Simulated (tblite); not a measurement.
C4H6Ge.
Bonds: C1–C2 (double), C2–Ge3, Ge3–C4, C4–C5 (double), C1–C5. Hydrogens: H6 on C1; H7 on C2; H8, H9 on Ge3; H10 on C4; H11 on C5.

Computed with GFN2-xTB (tblite), gas phase: L-BFGS steps from a force-field or distance-geometry start until the largest atomic force falls under 0.01 eV/Å.

The end geometry, which sets the zero of energy:
```
atom  x, y, z in Å
C1     -1.0459    0.7474   -0.4304
C2      0.1680    1.2999   -0.3367
Ge3     1.4142   -0.0564    0.3054
C4     -0.0856   -1.3027    0.3494
C5     -1.1828   -0.6576   -0.0599
H6     -1.9245    1.2837   -0.7630
H7      0.3565    2.3294   -0.5899
H8      2.0452    0.2332    1.6354
H9      2.5171   -0.4155   -0.6464
H10    -0.0984   -2.3393    0.6406
H11    -2.1584   -1.1195   -0.1304
```

**Question.** These geometries come from the run, each turned onto the end geometry. Order them by energy, lowest first.
A.
```
atom  x, y, z in Å
C1     -1.0347    0.7486   -0.4280
C2      0.1797    1.3063   -0.3347
Ge3     1.4029   -0.0559    0.3024
C4     -0.0750   -1.3089    0.3563
C5     -1.1689   -0.6603   -0.0599
H6     -1.9104    1.2880   -0.7607
H7      0.3733    2.3343   -0.5885
H8      1.9928    0.2391    1.6388
H9      2.4718   -0.4183   -0.6715
H10    -0.0821   -2.3473    0.6455
H11    -2.1439   -1.1229   -0.1256
```
B.
```
atom  x, y, z in Å
C1     -1.0392    0.7452   -0.4294
C2      0.1703    1.3043   -0.3379
Ge3     1.4101   -0.0571    0.3046
C4     -0.0835   -1.3076    0.3498
C5     -1.1772   -0.6563   -0.0562
H6     -1.9180    1.2766   -0.7594
H7      0.3599    2.3343   -0.5902
H8      2.0262    0.2380    1.6454
H9      2.5036   -0.4189   -0.6633
H10    -0.0954   -2.3423    0.6423
H11    -2.1514   -1.1135   -0.1319
```
C.
```
atom  x, y, z in Å
C1     -1.0372    0.7514   -0.4283
C2      0.1789    1.2953   -0.3325
Ge3     1.4222   -0.0547    0.3066
C4     -0.0749   -1.2984    0.3530
C5     -1.1732   -0.6614   -0.0615
H6     -1.9095    1.3049   -0.7653
H7      0.3871    2.3261   -0.5833
H8      1.9703    0.2435    1.6474
H9      2.4544   -0.4213   -0.6886
H10    -0.0673   -2.3420    0.6472
H11    -2.1452   -1.1406   -0.1205
```
D.
```
atom  x, y, z in Å
C1     -1.0425    0.7523   -0.4298
C2      0.1741    1.2847   -0.3320
Ge3     1.4332   -0.0548    0.3092
C4     -0.0777   -1.2890    0.3472
C5     -1.1804   -0.6609   -0.0608
H6     -1.9065    1.3195   -0.7688
H7      0.3994    2.3131   -0.5765
H8      1.9566    0.2500    1.6668
H9      2.4482   -0.4270   -0.7115
H10    -0.0532   -2.3278    0.6467
H11    -2.1456   -1.1573   -0.1165
```
E.
```
atom  x, y, z in Å
C1     -1.0655    0.7479   -0.4351
C2      0.1781    1.2730   -0.3309
Ge3     1.4237   -0.0572    0.3083
C4     -0.0704   -1.2764    0.3386
C5     -1.2032   -0.6568   -0.0590
H6     -1.8963    1.3428   -0.7731
H7      0.4195    2.2803   -0.5615
H8      1.9410    0.2650    1.7165
H9      2.4505   -0.4407   -0.7619
H10    -0.0290   -2.2899    0.6425
H11    -2.1430   -1.1853   -0.1103
```

**Answer.** B (0.003 eV), A (0.013 eV), C (0.028 eV), D (0.048 eV), E (0.138 eV).

In the order of the answer:

```tsv
step	E above end (eV)	largest force (eV/Å)	rms force component (eV/Å)	rms distance from end (Å)	rms bond change (Å)	bond most changed (Å)
10	0.003	0.12	0.051	0.011	0.003	Ge3–H8 +0.004
7	0.013	0.21	0.071	0.026	0.007	Ge3–C4 -0.012
5	0.028	0.44	0.152	0.038	0.010	Ge3–H8 -0.021
4	0.048	0.59	0.204	0.050	0.007	Ge3–H8 -0.014
1	0.138	1.05	0.389	0.076	0.019	Ge3–H8 +0.034
```

The cost below is that of the whole relaxation. Hardware: Intel Xeon at 2.70 GHz, one thread, shared host with 64 logical CPUs at a one-minute load of 59. Cost: under 0.1 s.
